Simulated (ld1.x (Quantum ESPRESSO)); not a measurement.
An all-electron radial function and its pseudo partner (cadmium (Cd))

Columns: radius, all-electron u(r) and pseudo u(r) of the 4s shell (level -141.31 eV) of cadmium in the configuration [Ar] 3d10 4s2 4p6 4d9 5s0 5p0; PBEsol, scalar-relativistic, TM scheme, ld1.x (Quantum ESPRESSO) 7.5.

```
r (bohr)  all-electron   pseudo
   0.078       -0.4421  -0.1047
   0.155        0.0239  -0.2114
   0.232        0.6245  -0.3245
   0.310        0.6373  -0.4487
   0.388        0.2446  -0.5841
   0.465       -0.2541  -0.7275
   0.542       -0.6921  -0.8742
   0.620       -1.0068  -1.0135
   0.698       -1.1859  -1.1250
   0.775       -1.2507  -1.1893
   0.852       -1.2344  -1.1970
   0.930       -1.1635  -1.1486
   1.008       -1.0614  -1.0579
   1.085       -0.9467  -0.9464
   1.162       -0.8294  -0.8294
   1.240       -0.7151  -0.7151
   1.318       -0.6097  -0.6097
   1.395       -0.5162  -0.5162
   1.472       -0.4338  -0.4338
   1.550       -0.3615  -0.3615
   1.628       -0.2996  -0.2996
   1.705       -0.2478  -0.2478
   1.782       -0.2041  -0.2041
   1.860       -0.1672  -0.1672
   1.938       -0.1365  -0.1365
   2.015       -0.1115  -0.1115
```

Problem. How many radial nodes do the two functions have?

Solution. The all-electron 4s function has n − l − 1 = 3 (the table is too coarse to show those close to the nucleus); the pseudo-wave has 0, since the states of the same l below it are removed with the core.

Problem. At about which radius was the pseudo-wave matched?

Solution. 1.20 bohr. The columns agree to 0.0005 from 1.08 bohr on; several derivatives are matched, so the curves merge somewhat inside the radius.

Problem. Where does each function peak?

Solution. Outermost all-electron maximum near 0.78 bohr, pseudo maximum near 0.85 bohr (to the table’s step).

Problem. Is the pseudo-wave norm-conserving?

Solution. Yes: the TM scheme keeps the norm inside the radius equal to the all-electron one, which fixes the energy derivative of the logarithmic derivative at the level.
